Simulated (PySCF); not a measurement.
Species: C6H18BN.
SMILES with atom numbers: `[BH3-:1][N+:2]([CH3:3])([CH3:4])[CH2:5][CH:6]([CH3:7])[CH3:8]` (hydrogens: H9, H10, H11 on B1; H12, H13, H14 on C3; H15, H16, H17 on C4; H18, H19 on C5; H20 on C6; H21, H22, H23 on C7; H24, H25, H26 on C8)

Structure used (PBE0-D3(BJ)/def2-SVP), in Å, numbered top down from 1:
```xyz
26
C6H18BN angstrom
B     -1.6785    0.0826    1.3385
N     -1.3536   -0.1775   -0.2506
C     -2.3845   -1.0916   -0.7712
C     -1.4323    1.0973   -0.9793
C     -0.0306   -0.8391   -0.4298
C      1.1968   -0.0223   -0.0091
C      2.1652   -0.9071    0.7700
C      1.8998    0.6352   -1.1936
H     -2.8266    0.5117    1.3654
H     -1.5617   -1.0103    1.8827
H     -0.8764    0.9082    1.7535
H     -3.3710   -0.6380   -0.6202
H     -2.2177   -1.2911   -1.8425
H     -2.3432   -2.0308   -0.2066
H     -1.2418    0.9453   -2.0542
H     -2.4344    1.5183   -0.8336
H     -0.7029    1.8015   -0.5649
H      0.0563   -1.1401   -1.4903
H     -0.0947   -1.7570    0.1700
H      0.8423    0.7569    0.6843
H      1.6900   -1.3044    1.6794
H      3.0587   -0.3407    1.0734
H      2.5059   -1.7611    0.1602
H      1.2308    1.2869   -1.7747
H      2.7457    1.2517   -0.8530
H      2.3025   -0.1261   -1.8828
```

Computed with PySCF at PBE0/pcSseg-1, non-relativistic, on one gas-phase PBE0-D3(BJ)/def2-SVP geometry that isn't relaxed in the solvent. The solvent is an IEF-PCM continuum (cavity from Bondi-type radii × 1.2). The model holds no explicit solvent molecules, cavitation or dispersion.

```
run  E − E(gas) (kcal/mol)  HOMO (eV)  HOMO–LUMO gap (eV)  dipole (D)
gas                   0.00      -7.52                8.53        4.85
  P                  -3.12      -7.69                8.89        5.40
  Q                  -8.11      -8.00                9.43        6.45
```

Problem. The runs were made in cyclohexane and water. Which run belongs to which solvent?

Solution. P = cyclohexane, Q = water. The dielectric constants are 2.017 (cyclohexane), 78.36 (water), and the energy falls further as ε rises. In this model the ground state sees the solvent through ε alone.

Problem. How constant is the ratio of the lowering to (ε − 1)/(2ε + 1)?

Solution. 
```json
{"solvent": "cyclohexane", "(ε − 1)/(2ε + 1)": "0.202", "E − E(gas) (kcal/mol)": "-3.12", "ratio (kcal/mol)": "-15.5", "polarisation term (kcal/mol)": "-3.36"}
{"solvent": "water", "(ε − 1)/(2ε + 1)": "0.490", "E − E(gas) (kcal/mol)": "-8.11", "ratio (kcal/mol)": "-16.5", "polarisation term (kcal/mol)": "-9.94"}
```

The ratio changes by +7.1 % in size from cyclohexane to water. The polarisation term is half the interaction of the solute with the induced surface charges.
